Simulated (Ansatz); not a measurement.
C₉H₁₅NO⁻ (relaxed from a model of N-butylpyridinium hydroxide, whose bonding it doesn't keep). Total charge -1; doublet. Geometry PBE-D4/def2-SVP; atoms count from 1.

Cartesian coordinates in Å:
```
C 0.125 -3.066 -2.770
C -0.297 -2.574 -1.385
C 0.171 -1.155 -1.057
C -0.323 -0.656 0.312
N 0.090 0.687 0.613
C 0.519 0.945 1.987
C 1.007 2.339 2.154
C 0.512 3.369 1.316
C -0.320 3.064 0.214
C -0.571 1.722 -0.104
H -0.281 -2.409 -3.569
H -0.228 -4.101 -2.974
H 1.231 -3.064 -2.880
H -1.407 -2.615 -1.296
H 0.087 -3.278 -0.608
H -0.180 -0.448 -1.841
H 1.282 -1.098 -1.075
H -1.451 -0.760 0.333
H 0.054 -1.330 1.112
H 1.295 0.175 2.229
H 1.605 2.558 3.053
H 0.791 4.419 1.520
H -0.782 3.859 -0.395
H -1.332 1.394 -0.834
O -0.548 0.592 2.955
H -1.049 1.432 2.989
```

The highest occupied level of the relaxed charge -1 doublet lies above zero (up to 2.12 eV). By energy differences it is unbound by 0.90 eV (each at its own geometry, against the charge 0 singlet, at PBE0-D4/def2-TZVP) and held by the finite basis.

Estimate the Mulliken populations from the PBE0/def2-TZVP orbitals of Ansatz.


```
atom  charge (e)  spin (α − β)
  C1       -0.35          0.00
  C2       -0.14         -0.01
  C3       -0.18          0.01
  C4       -0.08         -0.08
  N5        0.03          0.06
  C6        0.13         -0.04
  C7       -0.36          0.37
  C8       -0.21          0.18
  C9       -0.18         -0.07
 C10       -0.27          0.48
 H11        0.11          0.00
 H12        0.10          0.00
 H13        0.10          0.00
 H14        0.08          0.01
 H15        0.07          0.01
 H16        0.09          0.00
 H17        0.07          0.00
 H18       -0.01          0.09
 H19        0.08          0.01
 H20        0.02          0.01
 H21        0.04         -0.02
 H22        0.03         -0.02
 H23        0.04          0.00
 H24        0.04         -0.01
 O25       -0.49          0.01
 H26        0.27          0.01
```
Mulliken values depend strongly on the basis.

Where does the spin sit?

Summed by element: C 0.84, N 0.06, H 0.09, O 0.01, of 1 unpaired in all. Largest on single atoms: C10 0.48, C7 0.37, C8 0.18.

And the Mayer bond orders between heavy atoms (over 0.3)?

C1–C2 1.00 (1.53 Å); C2–C3 1.01 (1.53 Å); C3–C4 1.02 (1.54 Å); C4–N5 0.98 (1.44 Å); N5–C6 1.01 (1.46 Å); N5–C10 1.06 (1.42 Å); C6–C7 1.10 (1.49 Å); C6–O25 0.98 (1.48 Å); C7–C8 1.44 (1.42 Å); C8–C9 1.42 (1.41 Å); C9–C10 1.45 (1.40 Å).
